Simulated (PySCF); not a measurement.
**How methods differ on the interval between two levels of O³⁺**

O³⁺ [He] 2s2 2p1 [2P3/2, M_J = 3/2] → O³⁺ [He] 2s1 2p1 3s1 [4P5/2, M_J = 5/2], as a difference of total energies. Calculation: PySCF 2.14, in x2c-TZVPall-2c with one added diffuse shell each of s, p, d type (6s4p3d1f, 40 functions); the two-component X2C-1e Hamiltonian. Correlated levels: 1s2 frozen. "Screened" scales the spin-orbit matrix elements by Boettger's factors to mimic the two-electron term; Breit and QED terms are absent.

```json
{"method": "GHF (spin-free)", "interval between two levels (cm⁻¹)": "420660"}
{"method": "GMP2 (spin-free)", "interval between two levels (cm⁻¹)": "432180"}
{"method": "GHF (screened spin-orbit)", "interval between two levels (cm⁻¹)": "420680"}
{"method": "GMP2 (screened spin-orbit)", "interval between two levels (cm⁻¹)": "432200"}
```

The labels give the starting determinants; with spin-orbit coupling the two ends relaxed to ⟨J²⟩ = 3.75, ⟨L²⟩ = 2.00, ⟨S²⟩ = 0.75 and ⟨J²⟩ = 8.75, ⟨L²⟩ = 2.00, ⟨S²⟩ = 3.75.
